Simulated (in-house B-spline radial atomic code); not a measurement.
Configurations of neutral antimony, with energies counted from [Kr] 4d10 5s2 (5p1/2)2 (5p3/2)1. All numbers are computed (Dirac-Hartree-Fock, average of each configuration as written; Fermi nucleus of rms radius 4.6802 fm) with a radial B-spline atomic code at the basis-set limit, not measured. Energies include first-order Breit, QED and recoil terms.

Occupations are held fixed; configurations that lie above the ionisation limit could autoionise.

```tsv
configuration	E - E(ref) (eV)	highest orbital	its <r> (bohr)
[Kr] 4d10 5s2 (5p1/2)1 (5p3/2)2	0.26841	5p3/2	2.973
[Kr] 4d10 5s1 (5p1/2)2 (5p3/2)1 (5g7/2)1	15.615	5g7/2	27.5
[Ar] 3d10 4s2 (4p1/2)1 (4p3/2)4 4d10 5s2 (5p1/2)2 (5p3/2)1 (5g7/2)1	123.48	5g7/2	27.5
[Ar] (3d3/2)4 (3d5/2)5 4s2 4p6 4d10 5s2 (5p1/2)1 (5p3/2)2 (6f7/2)1	536.38	6f7/2	47.89
```

(1) Order these further configurations by energy, lowest first.
A. [Kr] 4d10 5s2 (5p3/2)2 (5g7/2)1
B. [Kr] (4d3/2)3 (4d5/2)6 5s2 (5p1/2)1 (5p3/2)2 (6f7/2)1
C. [Kr] 4d10 5s2 (5p1/2)1 (5p3/2)1 (6f5/2)1
D. [Kr] 4d10 5s2 (5p1/2)2 (7g9/2)1

Answers

(1) D (7.2142 eV), C (7.3078 eV), A (7.9918 eV), B (40.474 eV).
